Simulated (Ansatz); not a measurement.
ClTe (SMILES Cl[Te+]), charge +1, singlet, geometry from GFN2-xTB (all electrons, no relativity), with bond 2-1 at 1.4 times its length; Ansatz (a first-principles code) with SC-NEVPT2/STO-3G, CASSCF(2,2).

The Ansatz input:
Ansatz 0.2 input:
```yaml
crystal:
  periodic: [false, false, false]
  atoms:
    - {symbol: Te, position_ang: [-0.00000000, -0.00000000, -0.54661504]}
    - {symbol: Cl, position_ang: [0.00000000, 0.00000000, 2.55944453]}
basis:
  gaussian:
    orbitals: STO-3G
total_charge: 1
magnetization: {spin_polarized: false}
correlation: {method: sc_nevpt2, electrons: all, active_space: {window: {electrons: 2, orbitals: 2}}}
```

**Question.** What does Ansatz print? Leave out banner, timings and long lists.

**Answer.** 
```
Functional definition: HF
367 factors; integrals over basis functions are off by at most 1.5e-5 eV
mean field evaluation 1: about -190509.2962 eV, gradient 1.4e1 eV
mean field evaluation 2: about -190509.3027 eV, gradient 1.4e1 eV
mean field evaluation 4: about -190514.6606 eV, gradient 5.6e0 eV
mean field evaluation 8: about -190515.4009 eV, gradient 8.5e-1 eV
mean field evaluation 16: about -190515.4076 eV, gradient 4.7e-1 eV
mean field evaluation 32: about -190474.4381 eV, gradient 5.6e1 eV
mean field -190515.41008787 eV, -7001.3121847461 hartree, gradient 2.1e-6 eV, S^2 0.000000; 2 other end points of the search recorded, 0 dependent functions left out; unrestricted orbitals would lower it
reference -190515.41008787 eV, -7001.3121847461 hartree; 34, 34 occupied and 2, 2 virtual orbitals, 367 factors
state -190517.43107074 eV, -7001.3864544966 hartree
state -190517.43107074 eV, -7001.3864544966 hartree; corrected -190517.72304927 eV, -7001.3971845097 hartree
state -190517.31197354 eV, -7001.3820777553 hartree
state -190517.31197354 eV, -7001.3820777553 hartree; corrected -190517.58466691 eV, -7001.3920990518 hartree
state -190517.43107074 eV, -7001.3864544966 hartree; corrected -190517.72304927 eV, -7001.3971845097 hartree
state -190516.11283207 eV, -7001.3380101193 hartree
state -190516.11283207 eV, -7001.3380101193 hartree; corrected -190517.21132920 eV, -7001.3783791443 hartree
state -190517.43107074 eV, -7001.3864544966 hartree; corrected -190517.72304927 eV, -7001.3971845097 hartree
2 active orbitals were swapped for others, from the solution at -190517.31185133 eV, -7001.3820732644 hartree to that at -190517.43107074 eV, -7001.3864544966 hartree; typed "places" are swapped only where nearly empty or full, and so, without "given_window_search", are "orbital_numbers", "shells" and a window whose orbitals a file names under [Active]
Total energy: -190517.72304927 eV, -7001.3971845097 hartree
```
